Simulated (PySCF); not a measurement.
Working out the ionisation energy of Ti⁺

Ti⁺ [Ar] 3d2 4s1 (4F) → Ti²⁺ [Ar] 3d2 (3F). Calculation: PySCF 2.14, in aug-cc-pVDZ (7s6p4d2f, 59 functions); no relativity, point nucleus. Frozen: [Ar]. Energies in hartree (1 hartree = 27.21139 eV):

| part | Ti⁺ (lower) | Ti²⁺ (upper) |
| --- | --- | --- |
| UHF | -848.206892 | -847.734076 |
| CCSD correlation | -0.010995 | -0.003662 |
| (T) | -0.000048 | 0.000000 |

What does Hartree-Fock give?

(-847.734076) − (-848.206892) = 0.472816 hartree = 12.866 eV.

What do CCSD and CCSD(T) give?

The CCSD correlation energies differ by 0.007333 hartree = 0.200 eV and the triples by 0.000048 hartree = 0.001 eV, so CCSD gives 13.066 eV and CCSD(T) 13.067 eV.

Reference: 13.575 eV (measured; NIST Atomic Spectra Database, ionization energies), between the lowest levels; spin-orbit coupling is absent from the calculation.

The calculation is non-relativistic.

A double-zeta basis recovers only part of the correlation energy.

What remains against the reference includes basis incompleteness, the frozen core and higher excitations.
